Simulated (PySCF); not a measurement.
PySCF input (M06-2X/6-31G* with LANL2DZ past Ar (5d)):

```python
from pyscf import gto, dft

mol = gto.M(
    atom='''
    O    -3.57775600   -0.22719100    0.74756500
    C    -3.23823000   -0.15243400   -0.63426000
    C    -1.85295800   -0.70806800   -0.94101200
    C    -0.73060000    0.05207600   -0.23382400
    C     0.63246500   -0.56833000   -0.48992400
    Se    2.13638400    0.41739300    0.33335700
    H    -3.63875200   -1.15568500    0.99722400
    H    -3.28087100    0.90940800   -0.88422100
    H    -3.99082800   -0.66553500   -1.24472300
    H    -1.70003400   -0.67765100   -2.02537000
    H    -1.82277000   -1.76735000   -0.65769200
    H    -0.93250000    0.07263300    0.83881700
    H    -0.72588100    1.09306100   -0.56706100
    H     0.67889600   -1.59817500   -0.13910700
    H     0.87639900   -0.56948400   -1.55329500
    H     1.65725700    0.24549600    1.71487700
    ''',
    basis={'default': '6-31g*', 'Se': 'lanl2dz'},
    ecp={'Se': 'lanl2dz'},
    charge=1,
    spin=1,
    verbose=4,
)

mf = dft.UKS(mol, xc='m062x')
mf.grids.level = 4
mf.conv_tol = 1e-9
mf.max_cycle = 100
mf.max_memory = 1500
mf.kernel()
if not mf.converged:
    mf = mf.newton()
    mf.kernel(mf.make_rdm1())
mo, _, stable, _ = mf.stability(return_status=True)
if not stable:
    mf.kernel(mf.make_rdm1(mo, mf.mo_occ))
    stable = mf.stability(return_status=True)[2]
mf.dip_moment()
```

From the output:

```
  HOMO = -0.463032134635  LUMO = -0.382245185452  gap/eV = 2.19832
cycle= 11 E= -242.37775639307  delta_E= -5.12e-06  |g|= 0.000355  |ddm|= 0.00918
  alpha nocc = 24  HOMO = -0.470616597071068  LUMO = -0.176237767084501
  beta  nocc = 23  HOMO = -0.463010443892671  LUMO = -0.382205682180548
  HOMO = -0.463010443893  LUMO = -0.382205682181  gap/eV = 2.19881
cycle= 12 E= -242.377756871019  delta_E= -4.78e-07  |g|= 0.000175  |ddm|= 0.00228
  alpha nocc = 24  HOMO = -0.47080515107173  LUMO = -0.176143197115167
  beta  nocc = 23  HOMO = -0.463025353097994  LUMO = -0.38215983262852
  HOMO = -0.463025353098  LUMO = -0.382159832629  gap/eV = 2.20046
cycle= 13 E= -242.377756983215  delta_E= -1.12e-07  |g|= 5.58e-05  |ddm|= 0.00142
  alpha nocc = 24  HOMO = -0.470815030311314  LUMO = -0.176136130074216
  beta  nocc = 23  HOMO = -0.463027453278404  LUMO = -0.382154623013268
  HOMO = -0.463027453278  LUMO = -0.382154623013  gap/eV = 2.20066
cycle= 14 E= -242.377756989906  delta_E= -6.69e-09  |g|= 2.22e-05  |ddm|= 0.00021
  alpha nocc = 24  HOMO = -0.4708183109597  LUMO = -0.176133123427263
  beta  nocc = 23  HOMO = -0.463028327946184  LUMO = -0.382155860009703
  HOMO = -0.463028327946  LUMO = -0.38215586001  gap/eV = 2.20065
cycle= 15 E= -242.377756990677  delta_E= -7.71e-10  |g|= 1.2e-05  |ddm|= 5.9e-05
  alpha nocc = 24  HOMO = -0.470818203856599  LUMO = -0.176133012774628
  beta  nocc = 23  HOMO = -0.463030138323575  LUMO = -0.382154986104016
  HOMO = -0.463030138324  LUMO = -0.382154986104  gap/eV = 2.20072
Extra cycle  E= -242.377756990795  delta_E= -1.18e-10  |g|= 1.09e-05  |ddm|= 2.82e-05
converged SCF energy = -242.377756990795  <S^2> = 0.75271829  2S+1 = 2.0027164
uhf_internal: lowest eigs of H = [0.05900604 0.13866466 0.15867504]
<class 'pyscf.dft.uks.UKS'> wavefunction is stable in the internal stability analysis

WARN: System has nonzero charge 1; the dipole moment is origin-dependent.
Location of origin: [0. 0. 0.]

Dipole moment(X, Y, Z, Debye):  4.18985, -1.56590, -0.02986
```

The dipole moment of an ion depends on the origin.

The geometry given is a B3LYP-D3(BJ)/def2-TZVP minimum of the species of charge 0 and multiplicity 1, not of this state.
